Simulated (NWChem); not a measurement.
## Correlation energy of H₃P₂

SMILES: [PH]P
```xyz
5

P      0.9659    -0.4312     0.4281
P     -0.8888     0.3141    -0.4696
H      1.6893     0.7336     0.0101
H     -1.0635     1.5031     0.3047
H     -1.7821    -0.4807     0.3079
```
Charge 0, spin multiplicity 2.

Program: NWChem. Structure: optimised with UPBE0/def2-SVP, a minimum by its harmonic frequencies. It is one conformer; others weren't searched.

Basis set: 6-311G**. Each correlation energy counts from its own Hartree-Fock reference.

The correlated methods keep 10 core orbitals frozen. The Pople sets run with spherical d functions. The structure started from a generated list of species. No SCF solution was tested for a lower state. Open-shell Hartree-Fock references start from PBE0 orbitals. No row is a measurement; the coupled-cluster row has its own basis-set and correlation limits.

```tsv
method	correlation energy (mHa)
SCS-UMP2	-228.7
CCSD on UHF	___
CCSD on ROHF	-266.8
CCSD(T) on UHF	-271.1
UMP2	-222.0
CCSD[T] on ROHF	___
CCSD(T) on ROHF	-275.5
CCSD[T] on UHF	___
```

Q: Complete the blanks.

A: 
- CCSD on UHF, correlation energy (mHa): -262.7
- CCSD[T] on ROHF, correlation energy (mHa): -275.8
- CCSD[T] on UHF, correlation energy (mHa): -271.4
